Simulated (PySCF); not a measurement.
In(NH2)3 (H6InN3), SMILES [NH2][In]([NH2])[NH2].

The structure is a stationary point at B3LYP-D3(BJ)/def2-SVP. The def2 effective core potentials stand for the cores of In; spin–orbit coupling is left out. One conformer was computed; it need not be the lowest.

Level of theory: B3LYP-D3(BJ)/def2-SVP (PySCF).

Frequencies are harmonic and unscaled.

Computed normal modes with their intensities:
```csv
mode,ν (cm⁻¹),IR (km/mol),Raman (Å⁴/amu),depolarisation,moving atoms (share of kinetic energy)
1,107,19.0,3.6,0.75,"N 65 %, H 25 %, In 10 %"
2,114,4.2,3.0,0.75,"N 66 %, H 22 %, In 12 %"
3,138,9.7,1.1,0.45,"N 55 %, In 29 %, H 16 %"
4,144,15.7,0.1,0.75,H 94 %
5,215,10.7,0.0,–,H 96 %
6,224,38.2,0.2,0.40,H 95 %
7,412,111.7,0.3,0.75,"H 67 %, N 32 %"
8,419,314.0,0.6,0.13,"H 64 %, N 33 %"
9,448,19.4,33.3,0.02,"N 53 %, H 47 %"
10,583,9.4,23.7,0.17,"N 53 %, H 47 %"
11,598,30.8,8.0,0.75,"N 59 %, H 26 %, In 15 %"
12,598,56.6,6.8,0.74,"N 58 %, H 27 %, In 15 %"
13,718,0.1,0.0,–,H 93 %
14,801,54.5,0.5,0.75,"H 88 %, N 11 %"
15,801,54.2,0.5,0.73,"H 89 %, N 11 %"
16,1525,2.4,6.3,0.75,"H 91 %, N 9 %"
17,1531,17.4,2.9,0.66,"H 91 %, N 9 %"
18,1539,5.7,3.2,0.27,"H 92 %, N 8 %"
19,3511,1.6,374.7,0.09,H 96 %
20,3512,6.8,19.7,0.75,H 96 %
21,3513,2.1,167.6,0.08,H 96 %
22,3605,6.3,123.8,0.75,"H 92 %, N 8 %"
23,3607,8.1,164.9,0.75,"H 92 %, N 8 %"
24,3607,2.0,46.5,0.75,"H 92 %, N 8 %"
```
